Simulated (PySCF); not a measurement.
Mayer bond orders and bond lengths

Species: SiMe2(nBu)2, C10H24Si.
Structure used (PBE0-D3(BJ)/def2-SVP), in Å, numbered top down from 1:
```xyz
35
C10H24Si angstrom
Si     0.5942    0.0079    0.4265
C      0.5979   -0.0703    2.3105
H     -0.4289   -0.0987    2.7088
H      1.1023    0.8093    2.7410
H      1.1265   -0.9651    2.6754
C      2.3710    0.1127   -0.1962
H      2.4026    0.1245   -1.2976
H      2.9666   -0.7472    0.1485
H      2.8696    1.0260    0.1652
C     -0.3812    1.5236   -0.1464
C      0.1290    2.8661    0.3749
C     -0.6228    4.0879   -0.1520
C     -2.0879    4.1466    0.2512
H     -0.3809    1.5272   -1.2526
H     -1.4341    1.3674    0.1492
H      0.0896    2.8730    1.4796
H      1.1968    2.9762    0.1172
H     -0.1117    4.9979    0.2071
H     -0.5411    4.1114   -1.2536
H     -2.5732    5.0586   -0.1285
H     -2.6554    3.2878   -0.1399
H     -2.1996    4.1428    1.3481
C     -0.2389   -1.5332   -0.2860
C      0.4541   -2.8562    0.0376
C     -0.2639   -4.1020   -0.4800
C     -0.3737   -4.1811   -1.9949
H     -1.2811   -1.5549    0.0843
H     -0.3135   -1.3912   -1.3793
H      1.4821   -2.8433   -0.3683
H      0.5696   -2.9500    1.1316
H      0.2677   -4.9953   -0.1085
H     -1.2735   -4.1452   -0.0335
H     -0.8657   -5.1127   -2.3139
H     -0.9594   -3.3449   -2.4078
H      0.6216   -4.1523   -2.4684
```

Bond orders from the PBE0/pcSseg-1 density (PySCF). Isolated species at its PBE0-D3(BJ)/def2-SVP geometry (one conformer only).

Question: Give the Mayer order of every bond between heavy atoms, beside its length.

Answer: 
| bond | length (Å) | Mayer order |
| --- | --- | --- |
| Si1–C2 | 1.886 | 0.987 |
| Si1–C6 | 1.886 | 0.986 |
| Si1–C10 | 1.891 | 0.898 |
| Si1–C23 | 1.891 | 0.898 |
| C10–C11 | 1.528 | 1.030 |
| C11–C12 | 1.528 | 1.056 |
| C12–C13 | 1.521 | 1.052 |
| C23–C24 | 1.528 | 1.030 |
| C24–C25 | 1.528 | 1.056 |
| C25–C26 | 1.521 | 1.052 |

By pair of heavy elements: C–Si: lowest Si1–C10 and Si1–C23 (0.898, 1.891 Å), highest Si1–C2 and Si1–C6 (0.987, 1.886 Å). C–C: lowest C10–C11 and C23–C24 (1.030, 1.528 Å), highest C11–C12 and C24–C25 (1.056, 1.528 Å). Bonds named together lie within 0.004.

Question: And the bonds to hydrogen?

Answer: C–H: 0.93 to 0.97 (24 bonds).

Question: Sum the orders of all bonds at each heavy atom with more than one neighbour.

Answer: Si1 3.769, C2 3.834, C6 3.833, C10 3.800, C11 3.981, C12 4.013, C13 3.948, C23 3.800, C24 3.980, C25 4.013, C26 3.948. Orders between atoms that aren't bonded are not in these sums.

For a closed shell the Mayer order of atoms A and B is Σ (PS)μν (PS)νμ over the basis functions μ on A and ν on B, with P the density and S the overlap matrix.
